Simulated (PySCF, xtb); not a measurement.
CH₈N₂OSi₂, SMILES O[Si@@]1([SiH2]NC1)N.

GFN2-xTB (xtb) at its own geometry gives an orbital gap of 4.19 eV and a dipole moment of 0.89 D.

Geometry: B3LYP-D3(BJ)/def2-SVP. The structure was generated by enumeration; whether it is a known compound was not checked. The values are those of a single conformer.

### Question
What does PBE0/def2-TZVP (PySCF) give? (An estimate is asked for; the answer gives what the named calculation found.)

### Answer
gap 6.61 eV (levels -6.55 and 0.05 eV), dipole 0.90 D.
